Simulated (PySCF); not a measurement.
# Relaxation of quartet [NiS2]-

All numbers come from PySCF, UPBE0, basis Ni def2-SVPD, S def2-SVPD (no relativity, density fitting). A (50,194) grid was used.

A hand-made side-on start, of C2v symmetry, held to at least that symmetry:

Coordinates in bohr (charge -1 multiplicity 4):
```
Ni    0.0000    0.0000   -1.9123
S     1.8897    0.0000    1.7326
S    -1.8897    0.0000    1.7326
```

**Question.** What does it relax to?

**Answer.** It ends at C2v with Ni–S 2.258 Å (×2), S–S 2.138 Å; Ni–S–S 61.7° (×2), S–Ni–S 56.5°. A frequency run shows a minimum.

**Question.** How much energy is released, and in how many steps?

**Answer.** 18.6 kJ/mol in 6 steps.

With open d or f shells other occupations or spin states may lie lower.
